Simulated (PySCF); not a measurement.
Vertical excitation energies

Compound: C6H9AlN2.
SMILES: `[H]/N=C\C1=C[N+]([AlH3-])=CC=C1`

Computed, not measured: TDDFT B3LYP/def2-SVPD, vertical, gas phase, core orbitals frozen in the response (PySCF). The structure is a single PBE0-D3(BJ)/def2-SVP conformer in the gas phase; no vibrational or solvent corrections. Torsions of this conformer, `[H]/[N:1]=[CH:2]\[c:3]1[cH:4][cH:5][cH:6][n+:7]([AlH3-:8])[cH:9]1`: N1–C2–C3–C4 -179°.

```
state  E (eV)  ν̃ (cm⁻¹)       f  main configurations (H = HOMO, L = LUMO)
   S1    3.55      28620  0.0036                                 H→L (99%)
   S2    3.68      29710  0.0007                               H-1→L (99%)
   S3    3.85      31090   0.046                               H→L+1 (98%)
   S4    3.91      31520  0.0012                             H-1→L+1 (98%)
   S5    4.17      33610  0.0015                               H-2→L (92%)
   S6    4.77      38470  0.0004                             H-2→L+1 (93%)
   S7    5.11      41180   0.061   H-3→L+1 (50%), H-3→L (28%), H-5→L (15%)
   S8    5.29      42680  0.0007                               H-4→L (96%)
   S9    5.38      43370   0.223                H-3→L (64%), H-3→L+1 (30%)
  S10    5.52      44520  0.0025                             H-4→L+1 (96%)
```

Triplets, Tamm–Dancoff:

| state | E (eV) | λ (nm) | main configurations (H = HOMO, L = LUMO) |
| --- | --- | --- | --- |
| T1 | 3.38 | 366.5 | H→L (68%), H-3→L (22%) |
| T2 | 3.55 | 348.9 | H-2→L (82%) |
| T3 | 3.67 | 337.7 | H-1→L (78%), H-3→L (10%) |
| T4 | 3.69 | 336.2 | H-3→L (43%), H→L (24%), H-1→L (18%) |

The lowest singlet lies at 3.55 eV (349 nm, ultraviolet) and is very weak; its leading configuration is HOMO→LUMO (99%). The most intense listed level is S9 at 5.38 eV (231 nm, f = 0.223), 1.83 eV above S1. Löwdin shares by element: HOMO hydrogen 56% or more, aluminium 37%; LUMO carbon 47% or more, nitrogen 16% or more (atoms not listed hold the other 37%). The listed states span 1.97 eV, and the widest gap between neighbours is 0.60 eV (S5 to S6). Weighted by f, the mean energy of these states is 5.09 eV. The oscillator strengths of these states sum to 0.341; summed over the whole spectrum of an exact calculation they would give the number of electrons, 72 (Thomas–Reiche–Kuhn). No computed singlet lies in the visible range (380 to 750 nm); the lowest, at 349 nm, stands 0.29 eV above its violet end (3.26 eV). The vertical ionisation energy (ΔSCF) is 10.51 eV, 4.99 eV above S10. Only the lowest 10 singlets were computed, as vertical energies without vibronic structure.
